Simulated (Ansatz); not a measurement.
Two isomers of C2H8AlBO: A = `CO[B](C)[AlH2]`, B = `[BH2][AlH][CH2]CO`.

Gas-phase electronic energies from Ansatz, PBE0-D4/def2-TZVP geometries. CCSD(T)/CBS is the MP2 limit (def2-TZVPP, def2-QZVPP) plus CCSD(T) − MP2 in def2-TZVPP, frozen cores. DFT in def2-TZVPP. One conformer a species, not always the lowest.

Question: Which isomer does CCSD(T)/CBS put lower? Give the gap. (Estimate.)

Answer: Computed: A, by 181.7 kJ/mol.

Question: Give E(B) − E(A) in kJ/mol with PBE0-D4, MP2/def2-TZVPP, CCSD(T)/def2-TZVPP, PBE-D4, CCSD/def2-TZVPP, r2SCAN-D4, B2PLYP. (Estimate.)

Answer: Ansatz gave: PBE0-D4 187.6, MP2/def2-TZVPP 184.7, CCSD(T)/def2-TZVPP 183.9, PBE-D4 191.1, CCSD/def2-TZVPP 181.5, r2SCAN-D4 190.2, B2PLYP 189.3. None reverses the order clearly.

Largest T1 diagnostic: 0.013.

In def2-TZVPP, CCSD(T) changes the Hartree–Fock value by +3.0 kJ/mol (the triples alone add +2.4 kJ/mol) and MP2 by +3.8 kJ/mol. From PBE to PBE0 (25 % exact exchange), in def2-TZVPP and without D4, E(B) − E(A) moves by −3.4 kJ/mol.
